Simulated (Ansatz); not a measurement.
```yaml
crystal:
  periodic: [true, true, true]
  atoms:
    - {symbol: Ca, position_ang: [-1.616825, 2.213009, 0.148196]}
    - {symbol: Ca, position_ang: [2.220351, 1.601699, 0.291664]}
    - {symbol: Ca, position_ang: [1.613844, -2.217650, -0.103730]}
    - {symbol: Ca, position_ang: [-2.216754, -1.596248, -0.341350]}
    - {symbol: O, position_ang: [-0.403403, -2.561678, -0.294982]}
    - {symbol: O, position_ang: [0.403119, 2.561185, 0.297337]}
    - {symbol: O, position_ang: [2.574875, -0.415698, 0.128354]}
    - {symbol: O, position_ang: [-2.575218, 0.415391, -0.125480]}
basis:
  gaussian: {orbitals: "6-31G*"}
hamiltonian: {xc: {name: wB97M-V}}
scf: {omitted_lower_state_checks: [starts]}
output: {forces: true}
```

```sh
$ ansatz run in.yaml --threads 4 --pin off --events-out ev --progress --plain --max-ram 8704MiB
```

Output, abridged:

```
Error: YAML parse error: error: line 2 column 3: crystal: missing field `lattice` (a structure is typed as `lattice` and `atoms`, a molecule's as `atoms` in Å alone, or read from a run's directory, `checkpoint`)
 --> <input>:2:3
1 | crystal:
2 |   periodic: [true, true, true]
3 |   atoms:
4 |     - {symbol: Ca, position_ang: [-1.616825, 2.213009, 0.148196]}
```

Q: Something in this input is off. What?

A: The species is marked periodic without a cell. The input was rejected before any iteration.
